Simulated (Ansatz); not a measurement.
A run for Ansatz (a program for electronic structure): R-SVWN5/def2-TZVPP on CH5NOSi (SMILES CO[Si]N).

Ansatz 0.2 input:
```yaml
crystal:
  periodic: [false, false, false]
  atoms:
    - {symbol: C, position_ang: [-1.61386958, 0.12956327, 0.52742810]}
    - {symbol: O, position_ang: [-0.39365161, 0.02978025, -0.18644819]}
    - {symbol: Si, position_ang: [1.10157398, -0.08301932, 0.53843829]}
    - {symbol: N, position_ang: [2.03827092, -0.16409651, -0.89165604]}
    - {symbol: H, position_ang: [-2.12077470, 1.05625801, 0.25127562]}
    - {symbol: H, position_ang: [-1.45687956, 0.12633892, 1.61170431]}
    - {symbol: H, position_ang: [-2.25721968, -0.71283677, 0.26576846]}
    - {symbol: H, position_ang: [1.65986280, -0.13943423, -1.82862674]}
    - {symbol: H, position_ang: [3.04268743, -0.24255364, -0.87280821]}
basis:
  gaussian:
    orbitals: def2-TZVPP
hamiltonian:
  xc: {name: SVWN5}
scf: {lower_state_search: off}
```

Task: What total energy does the run end on?

Result: -458.1910 hartree.
